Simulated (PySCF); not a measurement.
A geometry optimisation, step by step.

CH5ClSeSi.
Atom-mapped SMILES: `[CH3:1][Se:2][SiH2:3][Cl:4]` (hydrogens: H5, H6, H7 on C1; H8, H9 on Si3)

Computed by this run: PBE0-D3(BJ)/def2-SVP geometry optimisation, gas phase (PySCF 2.14.0); density fitting, grid level 1; the optimiser is geomeTRIC in internal coordinates, started from a GFN2-xTB structure with every atom displaced at random (about 0.01 Å). The frame can shift and turn from step to step; on so coarse a grid that alone can change the energy by a few meV, and forces under 0.02 eV/Å are noise.

Step 0: E = -86838.7722 eV, largest atomic force 1.360 eV/Å
```
atom  x, y, z in Å  |  force x, y, z in eV/Å
C1     -1.626   -0.038   -0.136   -0.323   1.294  -0.268
Se2    -0.184    0.858   -1.104   -0.012   0.189  -0.300
Si3     1.490   -0.007    0.137   -0.219   0.558   0.171
Cl4     3.269    0.709   -0.584    0.251   0.131  -0.121
H5     -1.534   -1.097   -0.223    0.060  -1.158   0.032
H6     -1.641    0.309    0.896   -0.001  -0.102   0.346
H7     -2.565    0.293   -0.614    0.193  -0.107   0.026
H8      1.505   -1.456    0.037    0.019  -0.766   0.014
H9      1.343    0.413    1.557    0.031  -0.039   0.100
```

Step 1: E = -86838.8167 eV, largest atomic force 0.316 eV/Å
```
atom  x, y, z in Å  |  force x, y, z in eV/Å
C1     -1.427    0.103   -0.183    0.031  -0.314  -0.022
Se2     0.050    0.977   -1.123    0.046  -0.011   0.034
Si3     1.669    0.077    0.186    0.118  -0.040  -0.052
Cl4     3.475    0.814   -0.504   -0.049  -0.029   0.031
H5     -1.351   -0.997   -0.266   -0.019   0.239   0.022
H6     -1.459    0.404    0.872   -0.006   0.027   0.021
H7     -2.346    0.432   -0.681   -0.058   0.030  -0.013
H8      1.701   -1.414    0.095   -0.030   0.058  -0.022
H9      1.511    0.458    1.618   -0.033   0.039   0.002
```

Step 2: E = -86838.8189 eV, largest atomic force 0.049 eV/Å
```
atom  x, y, z in Å  |  force x, y, z in eV/Å
C1     -1.428    0.101   -0.184    0.000  -0.045  -0.005
Se2     0.056    0.972   -1.122   -0.027  -0.003  -0.001
Si3     1.674    0.075    0.185    0.049  -0.002   0.001
Cl4     3.483    0.807   -0.496   -0.028  -0.022   0.019
H5     -1.357   -0.993   -0.265    0.005   0.026  -0.001
H6     -1.460    0.405    0.871    0.001   0.015  -0.003
H7     -2.347    0.436   -0.682    0.009   0.014   0.001
H8      1.695   -1.414    0.091   -0.004   0.004  -0.006
H9      1.504    0.464    1.615   -0.006   0.013  -0.005
```

Step 3: E = -86838.8190 eV, largest atomic force 0.021 eV/Å
```
atom  x, y, z in Å  |  force x, y, z in eV/Å
C1     -1.426    0.102   -0.185   -0.005   0.020   0.006
Se2     0.058    0.970   -1.125   -0.005   0.003  -0.014
Si3     1.674    0.072    0.186    0.011   0.008   0.004
Cl4     3.486    0.797   -0.488   -0.005  -0.012   0.008
H5     -1.357   -0.990   -0.267    0.001  -0.021  -0.002
H6     -1.456    0.408    0.869   -0.001   0.003  -0.004
H7     -2.344    0.441   -0.683    0.006   0.002   0.001
H8      1.690   -1.416    0.092   -0.001  -0.007   0.003
H9      1.497    0.467    1.614   -0.001   0.003  -0.002
```

Task: Summarise the path.

Result: The energy falls by 0.0468 eV from step 0 to step 3; nine tenths of that is first reached at step 1. It falls at every step. The largest force goes from 1.360 to 0.021 eV/Å. Among the bonds Si3–H8 changes most, from 1.452 to 1.491 Å; the atoms move by 0.024 Å rms after alignment.

Task: Follow the three bonds and two angles with the largest change from start to end.

Result: 
```json
{"step": "0", "E above end (eV)": "0.0468", "largest force (eV/Å)": "1.360", "Si3–H8 (Å)": "1.452", "C1–H5 (Å)": "1.066", "Si3–Cl4 (Å)": "2.049", "H5–C1–H6 (°)": "113.2", "Se2–C1–H6 (°)": "109.4"}
{"step": "1", "E above end (eV)": "0.0023", "largest force (eV/Å)": "0.316", "Si3–H8 (Å)": "1.495", "C1–H5 (Å)": "1.105", "Si3–Cl4 (Å)": "2.069", "H5–C1–H6 (°)": "110.3", "Se2–C1–H6 (°)": "111.2"}
{"step": "2", "E above end (eV)": "0.0001", "largest force (eV/Å)": "0.049", "Si3–H8 (Å)": "1.492", "C1–H5 (Å)": "1.099", "Si3–Cl4 (Å)": "2.067", "H5–C1–H6 (°)": "110.4", "Se2–C1–H6 (°)": "111.1"}
{"step": "3", "E above end (eV)": "0.0000", "largest force (eV/Å)": "0.021", "Si3–H8 (Å)": "1.491", "C1–H5 (Å)": "1.097", "Si3–Cl4 (Å)": "2.065", "H5–C1–H6 (°)": "110.5", "Se2–C1–H6 (°)": "111.0"}
```

The cost below is that of the whole optimisation. The run took 15 s wall on one thread of an Intel Xeon Platinum 8488C, shared host with 96 logical CPUs at a one-minute load of 5.4, and the process peaked at 0.44 GiB of memory.
